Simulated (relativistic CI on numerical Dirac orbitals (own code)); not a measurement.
**Sm2+ (4f6) in a crystal field**

Calculated by Dirac-Coulomb-Breit CI, separate exchange-only KLI orbitals for each configuration, QED by a radiative potential, valence Slater integrals scaled by 0.85, one configuration in a parametric crystal field (own radial code).

Field parameters in Wybourne normalisation. The field is a parameter set, without covalency.

S is read from ⟨S²⟩ = S(S + 1).

Powder χT (cm³ K mol⁻¹) by Van Vleck's formula, with temperature-independent terms:

```
                                                                       Field     2 K     5 K    10 K   20 K   50 K  100 K  200 K  300 K
D3d, B20 = 450, B40 = -120, B43 = -730, B60 = 420, B63 = 60, B66 = -130 cm⁻¹  0.0149  0.0371  0.0743  0.149  0.371  0.728   1.21    1.5
                         D3h, B20 = -50, B40 = -50, B60 = -60, B66 = 10 cm⁻¹  0.0138  0.0346  0.0691  0.138  0.346  0.687   1.18   1.47
```

Task: For D3d, B20 = 450, B40 = -120, B43 = -730, B60 = 420, B63 = 60, B66 = -130 cm⁻¹: what effective moment follows at 300 K?

Result: μ_eff = √(8χT) = 3.46 μB. The LS value g√(J(J + 1)) of the free ion's 7F_0 level is 0.00 μB. The ground level is a non-magnetic singlet, so χT starts at zero and rises through temperature-independent paramagnetism and the filling of excited levels.
